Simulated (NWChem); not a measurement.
System meant: BiBrF₂; SMILES [Br][Bi]([F])[F]

NWChem input:

```
start job
memory heap 200 mb stack 900 mb global 1100 mb
geometry units angstroms noautoz
  Bi     0.180456     0.567743     0.000000
  F     -1.135681     0.956978     1.519714
  F     -1.135681     0.956978    -1.519714
  Br     0.071083    -2.054930     0.000000
end
basis spherical
  Bi library def2-svp
  F library def2-svp
  Br library def2-svp
end
ecp
  Bi library def2-ecp
end
dft
  odft
  mult 2
  xc xpbe96 cpbe96
  iterations 150
  mulliken
end
task dft energy
```

End of the output:

```
 ==============================================================================
                                 internuclear angles
 ------------------------------------------------------------------------------
        center 1       |       center 2       |       center 3       |  degrees
 ------------------------------------------------------------------------------
    2 F                |   1 Bi               |   3 F                |    95.83
    2 F                |   1 Bi               |   4 Br               |    99.39
    3 F                |   1 Bi               |   4 Br               |    99.39
 ------------------------------------------------------------------------------
                            number of included internuclear angles:          3
 ==============================================================================

 Summary of "ao basis" -> "" (spherical)
 ------------------------------------------------------------------------------
       Tag                 Description            Shells   Functions and Types
 ---------------- ------------------------------  ------  ---------------------
 Bi                         def2-svp                10       26   4s4p2d
 F                          def2-svp                 6       14   3s2p1d
 Br                         def2-svp                12       32   5s4p3d

 Summary of "ao basis" -> "ao basis" (spherical)
 ------------------------------------------------------------------------------
       Tag                 Description            Shells   Functions and Types
 ---------------- ------------------------------  ------  ---------------------
 Bi                         def2-svp                10       26   4s4p2d
 F                          def2-svp                 6       14   3s2p1d
 Br                         def2-svp                12       32   5s4p3d

      Symmetry analysis of basis
      --------------------------

        a'         54
        a"         32

  number of electrons :                   76
  multiplicity        :                    2
 ------------------------------------------------------------------------
  no. of electrons and multiplicity not compatible                  76
 ------------------------------------------------------------------------
 ------------------------------------------------------------------------
  current input line :
    24: task dft energy
 ------------------------------------------------------------------------
 ------------------------------------------------------------------------
 There is an error in the input file
 ------------------------------------------------------------------------
 For more information see the NWChem manual at https://nwchemgit.github.io

0: no. of electrons and multiplicity not compatible:Received an Error in Communication
```

### Question
What is wrong, and how is it mended?

### Answer
The input was rejected before any calculation. Cause: the multiplicity doesn't fit the number of electrons (an even count wants an odd multiplicity, and the reverse). This input runs:
```
start job
memory heap 200 mb stack 900 mb global 1100 mb
geometry units angstroms noautoz
  Bi     0.180456     0.567743     0.000000
  F     -1.135681     0.956978     1.519714
  F     -1.135681     0.956978    -1.519714
  Br     0.071083    -2.054930     0.000000
end
basis spherical
  * library def2-svp
end
ecp
  Bi library def2-ecp
end
dft
  xc xpbe96 cpbe96
  iterations 150
  mulliken
end
task dft energy
```
It converges to -2987.55059 Ha (PBE/def2-SVP with def2 effective core potentials on Bi).
